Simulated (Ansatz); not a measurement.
Isolated molecules relaxed with PBE0-D4/def2-TZVP in Ansatz; ΔE leaves out vibrations. CCSD(T)/CBS adds triple-zeta CCSD(T) − MP2 to the extrapolated MP2 energy (def2 sets, frozen cores). Functionals use def2-TZVPP. B3LYP here is the variant with VWN-RPA as its local correlation; programs differ in this. HSE06 is defined as in plane-wave codes. One conformer a species, not always the lowest.

Consider the isomerisation: `O[SiH](S)CF` → `OC(F)S[SiH3]`.

```tsv
level	ΔE (kJ/mol)	difference from CCSD(T)/CBS
LDA (SPW92)	148.1	-25.6
PBE-D4	154.1	-19.6
revPBE-D4	151.8	-21.9
BLYP-D4	163.1	-10.6
r2SCAN-D4	164.4	-9.3
B97M-V	168.4	-5.3
PBE0-D4	161.0	-12.7
B3LYP-D4	168.8	-4.9
r2SCANh-D4	166.1	-7.6
r2SCAN0-D4	168.3	-5.4
BHLYP-D4	175.3	1.6
CAM-B3LYP-D4	171.2	-2.5
ωB97X-V	164.1	-9.6
ωB97M-V	169.5	-4.2
B2PLYP	172.0	-1.7
PBE-QIDH	168.4	-5.3
PBE	154.1	-19.6
BLYP	163.9	-9.8
r2SCAN	164.3	-9.4
PBE0	160.9	-12.8
r2SCANh	166.0	-7.7
HSE06	160.6	-13.1
BHLYP	175.0	1.3
CAM-B3LYP	171.0	-2.7
LC-ωPBE	168.5	-5.2
RPA@PBE/def2-TZVPP	162.7	-11.0
HF/def2-SVP	151.9	-21.8
MP2/def2-SVP	143.6	-30.1
CCSD/def2-SVP	140.7	-33.0
CCSD(T)/def2-SVP	136.0	-37.7
HF/def2-TZVPP	175.1	1.4
MP2/def2-TZVPP	175.2	1.5
SCS-MP2/def2-TZVPP	172.9	-0.8
CCSD/def2-TZVPP	173.1	-0.6
CCSD(T)/def2-TZVPP	169.2	-4.5
MP2/def2-QZVPP	178.2	4.5
SCS-MP2/def2-QZVPP	176.2	2.5
HF/CBS(def2)	176.6	2.9
MP2/CBS(def2)	179.6	5.9
CCSD/CBS(def2)	177.6	3.9
CCSD(T)/CBS	173.7	0
```

**Question.** What do rigid-rotor, harmonic-oscillator terms from PBE0-D4/def2-TZVP frequencies (298.15 K, 1 bar) make of the CCSD(T)/CBS value? (Best estimate.)

**Answer.** Computed: ΔZPE = -2.1 kJ/mol, ΔH = +169.6 kJ/mol, ΔS = -12 J/(mol·K), ΔG = +173.3 kJ/mol.

Largest T1 diagnostic among the species: 0.012.

From r2SCAN to r2SCAN0 (25 % exact exchange), in def2-TZVPP and without D4, ΔE moves by +3.9 kJ/mol. Leaving LDA and LC-ωPBE aside and taking each functional with its dispersion term where it has one, the values spread over 23.5 kJ/mol, from revPBE-D4 to BHLYP-D4. LDA lies −6.0 kJ/mol from PBE without D4.

CCSD(T)/CBS has its own doubt, a few kJ/mol and more with outer-core shells, so smaller differences from it don't rank the levels.
